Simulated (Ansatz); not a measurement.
`[OH][In]([Br])[Br]` + H₂S → `[OH][In]([SH])[Br]` + HBr  (ligand exchange at the In–Br bond)

Gas-phase electronic energies from Ansatz, PBE0-D4/def2-TZVP geometries. CCSD(T)/CBS adds triple-zeta CCSD(T) − MP2 to the extrapolated MP2 energy (def2 sets, frozen cores). This one scheme is used for every species. DFT in def2-TZVPP. B3LYP here is the variant with VWN-RPA as its local correlation; programs differ in this. Elements past krypton have def2 core potentials. For Br, In outer-core shells are correlated without core-valence functions, which leaves a few kJ/mol of doubt a bond. Scalar relativity is left out up to krypton. One conformer a species, not always the lowest.

(1) Is it downhill or uphill in electronic energy at CCSD(T)/CBS, and by how much? (An estimate is asked.)

(2) What do these levels give: ωB97M-V, B2PLYP, PBE, B3LYP, SCS-MP2/def2-TZVPP, MP2/CBS(def2)? (Best estimate.)

Largest T1 diagnostic among the species: 0.013.

Answers

(1) Computed: Uphill: ΔE = +0.40 eV.

(2) Computed: ωB97M-V 0.39, B2PLYP 0.39, PBE 0.34, B3LYP 0.40, SCS-MP2/def2-TZVPP 0.39, MP2/CBS(def2) 0.39 eV.

In def2-TZVPP, CCSD(T) changes the Hartree–Fock value by −0.17 eV (the triples alone add −0.02 eV) and MP2 by −0.18 eV. From PBE to PBE0 (25 % exact exchange), in def2-TZVPP and without D4, ΔE moves by +0.04 eV.
